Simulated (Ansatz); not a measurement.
C₃H₈N (SMILES C[C](C)N), doublet, geometry from GFN2-xTB; SVWN5/def2-SVPD (Ansatz, a first-principles code).

Ansatz was given this input:
Ansatz 0.2 input:
```yaml
crystal:
  periodic: [false, false, false]
  atoms:
    - {symbol: C, position_ang: [-1.19900215, -0.83639300, 0.12677471]}
    - {symbol: C, position_ang: [0.01387559, 0.02593350, 0.15918196]}
    - {symbol: C, position_ang: [1.35357790, -0.54836869, -0.14265299]}
    - {symbol: N, position_ang: [-0.15604386, 1.41099659, 0.03001501]}
    - {symbol: H, position_ang: [-1.00348330, -1.78518800, 0.62292084]}
    - {symbol: H, position_ang: [-1.52305459, -1.06507776, -0.90040408]}
    - {symbol: H, position_ang: [-2.03019307, -0.34664268, 0.63260756]}
    - {symbol: H, position_ang: [1.47859716, -1.50511862, 0.36093446]}
    - {symbol: H, position_ang: [2.14235413, 0.12417312, 0.19219051]}
    - {symbol: H, position_ang: [1.50113967, -0.72383813, -1.21961119]}
    - {symbol: H, position_ang: [0.58823510, 1.88250990, -0.46690228]}
    - {symbol: H, position_ang: [-1.07199613, 1.69517515, -0.29166300]}
basis:
  gaussian:
    orbitals: def2-SVPD
hamiltonian:
  xc: {name: SVWN5}
magnetization: {spin_polarized: true, initial_magnetization: 1}
```

Output, abridged:

```
Functional definition: SVWN5
1194 factors; their error is unknown
mean field evaluation 1: about -4669.9431 eV, gradient 5.5e1 eV
mean field evaluation 2: about -4635.4543 eV, gradient 9.4e1 eV
mean field evaluation 4: about -4684.1599 eV, gradient 6.1e0 eV
mean field evaluation 8: about -4684.3322 eV, gradient 1.8e-1 eV
mean field evaluation 16: about -4684.2643 eV, gradient 1.5e-4 eV
mean field -4684.26425805 eV, -172.1435363751 hartree, gradient 3.6e-5 eV, S^2 0.751752; 0 other end points of the search recorded, 0 dependent functions left out
reference -4684.26429675 eV, -172.1435377970 hartree; 17, 16 occupied and 127, 128 virtual orbitals, 1194 factors
Total energy: -4684.26429675 eV, -172.1435377970 hartree
```
